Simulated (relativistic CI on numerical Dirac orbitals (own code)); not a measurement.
# Calculated levels, Pr XX

Method of calculation: Dirac-Coulomb-Breit CI, KLI orbitals optimised for each configuration, QED by a radiative potential, unscaled Slater integrals (own radial code, finite nucleus).

Configuration list (outside the closed core [Ar] 3d10): 4s²4p⁶4d⁴, 4s²4p⁵4d⁵, 4s²4p⁶4d³4f, 4s4p⁶4d⁵, 4s²4p⁵4d⁴4f, 4s²4p⁶4d³5s, 4s4p⁶4d⁴4f, 4s²4p⁶4d³5p, 4s²4p⁶4d²4f5s, 4s²4p⁶4d³5d, 4s²4p⁶4d²5s5p, 4s²4p⁵4d⁴5s, 4s²4p⁶4d³5f, 4s²4p⁶4d³6s, 4s²4p⁶4d³6p, 4s4p⁶4d³4f5s, 4p⁶4d⁵4f, 4s²4p⁶4d³6f, 4s²4p⁶4d³7s, 4s²4p⁶4d³7p, 4p⁶4d⁶, 4p⁵4d⁷, 4p⁵4d⁶4f, 4s²4p⁶4d²5s², 4s²4p⁶4d4f5s², 4s²4p⁵4d²4f5s², 4s4p⁶4d²4f5s². Double excitations out of closed p, d and f shells are left out; levels of such configurations are missing from the list, as are those of other unlisted configurations, and high levels can miss mixing partners. These lack a partner that the ground configuration has and come out too high: 4s²4p⁵4d⁴5s.

The lowest level is 4s²4p⁶4d⁴ ⁵D0, with 58 % of that term; Hund's rules for 4s²4p⁶4d⁴ give ⁵D with J = 0, in agreement.

| No. | Configuration | Term | J | E (eV) | % | Next component (%) | Lifetime (s) |
| --- | --- | --- | --- | --- | --- | --- | --- |
| 1 | 4s²4p⁶4d⁴ | ⁵D | 0 | 0.0000 | 58 | 36 ³P |  |
| 2 | 4s²4p⁶4d⁴ | ⁵D | 1 | 2.1473 | 81 | 17 ³P | 5.04e-03 |
| 3 | 4s²4p⁶4d⁴ | ⁵D | 2 | 3.8010 | 87 | 4 ³P | 9.24e-03 |
| 4 | 4s²4p⁶4d⁴ | ⁵D | 3 | 4.9576 | 78 | 11 ³F | 3.22e-02 |
| 5 | 4s²4p⁶4d⁴ | ⁵D | 4 | 5.4356 | 47 | 27 ³F | 1.00e+00 |
| 6 | 4s²4p⁶4d⁴ | ³P | 0 | 7.9849 | 43 | 39 ⁵D | 3.49e-04 |
| 7 | 4s²4p⁶4d⁴ | ³H | 4 | 8.0266 | 51 | 29 ⁵D | 2.94e-03 |
| 8 | 4s²4p⁶4d⁴ | ³G | 3 | 9.4098 | 65 | 16 ³F | 1.41e-03 |
| 9 | 4s²4p⁶4d⁴ | ³H | 5 | 9.8934 | 74 | 25 ³G | 4.21e-03 |
| 10 | 4s²4p⁶4d⁴ | ³F | 2 | 9.9798 | 57 | 19 ¹D | 8.03e-04 |
| 11 | 4s²4p⁶4d⁴ | ³H | 6 | 10.6561 | 65 | 33 ¹I | 3.84e-01 |
| 12 | 4s²4p⁶4d⁴ | ³P | 1 | 10.7217 | 68 | 19 ³D | 5.78e-04 |
| 13 | 4s²4p⁶4d⁴ | ³G | 4 | 11.8038 | 65 | 21 ¹G | 4.20e-03 |
| 14 | 4s²4p⁶4d⁴ | ³D | 2 | 12.3788 | 46 | 33 ³P | 4.43e-03 |
| 15 | 4s²4p⁶4d⁴ | ³D | 3 | 12.6271 | 44 | 39 ³F | 1.49e-03 |
| 16 | 4s²4p⁶4d⁴ | ³F | 4 | 13.0194 | 45 | 18 ³H | 5.70e-04 |
| 17 | 4s²4p⁶4d⁴ | ³F | 3 | 14.2760 | 45 | 23 ³G | 4.52e-04 |
| 18 | 4s²4p⁶4d⁴ | ³G | 5 | 15.0053 | 73 | 25 ³H | 1.13e-03 |
| 19 | 4s²4p⁶4d⁴ | ³P | 2 | 15.4571 | 38 | 34 ¹D | 4.09e-04 |
| 20 | 4s²4p⁶4d⁴ | ¹I | 6 | 15.4623 | 65 | 33 ³H | 1.08e-03 |
| 21 | 4s²4p⁶4d⁴ | ³D | 1 | 15.7105 | 77 | 16 ³P | 3.26e-04 |
| 22 | 4s²4p⁶4d⁴ | ³F | 4 | 17.2482 | 44 | 41 ¹G | 9.39e-04 |
| 23 | 4s²4p⁶4d⁴ | ³P | 2 | 17.8939 | 53 | 21 ³D | 5.93e-04 |
| 24 | 4s²4p⁶4d⁴ | ¹S | 0 | 18.0172 | 69 | 29 ³P | 4.34e-04 |
| 25 | 4s²4p⁶4d⁴ | ¹F | 3 | 18.6349 | 57 | 23 ³D | 5.64e-04 |
| 26 | 4s²4p⁶4d⁴ | ³P | 2 | 19.9337 | 45 | 42 ³F | 5.65e-04 |
| 27 | 4s²4p⁶4d⁴ | ³F | 4 | 21.7935 | 54 | 34 ¹G | 2.25e-04 |
| 28 | 4s²4p⁶4d⁴ | ³F | 3 | 22.2410 | 76 | 20 ¹F | 6.60e-04 |
| 29 | 4s²4p⁶4d⁴ | ¹D | 2 | 22.3728 | 38 | 35 ³F | 3.47e-04 |
| 30 | 4s²4p⁶4d⁴ | ³P | 1 | 22.5811 | 96 | 2 ³D | 3.45e-04 |

Energies count from the lowest computed level; lifetimes are radiative, by E1, M1, E2, M2, E3 decay to levels of this space only.

The mean weight of the leading LS term, summed over parents, in these 30 levels is 60 %, and that of the leading jj configuration (from the same eigenvectors) 72 %, so jj coupling describes them better and the LS labels are nominal.

At this charge energies of transitions that change n are usually good to better than 1 %, and those within a shell (Δn = 0) to a few per cent. Terms inside the open d or f shell come out 10 to 20 % too wide with unscaled integrals.

LS names give the leading component of a level, which can be under half, so a name can repeat, a term be missing and a line seem to break the LS rules.
